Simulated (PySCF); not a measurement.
## Kr⁺: excitation energy

Kr⁺ [Ar] 3d10 4s2 4p5 (2P) → Kr⁺ [Ar] 3d10 4s1 4p5 5s1 (4P), as a difference of total energies. All numbers are calculated (PySCF 2.14, scalar relativity through the core potential, in aug-cc-pV5Z-PP with ECP10MDF (8s7p6d4f3g2h, 136 functions)). Correlated levels: valence: 3s2 3p6 3d10 frozen. The calculations carry no spin-orbit coupling.

```tsv
method	excitation energy (eV)
UHF	30.032
LDA	28.884
PBE	28.594
PBE0	29.218
BHandHLYP	29.836
B97-3	29.476
B3LYP	29.188
MP2 (valence)	28.450
SCS-MP2 (valence)	28.269
```

How much does correlation contribute at MP2 (valence)?

28.450 − (30.032) = -1.582 eV, measured against UHF.

The upper state lies above the first ionisation limit, where it may autoionise and the basis confines it. A Rydberg-like electron needs more diffuse functions than a valence basis has.

The promoted electron is Rydberg-like, and one or two diffuse shells describe it only roughly, which tends to raise the upper state.
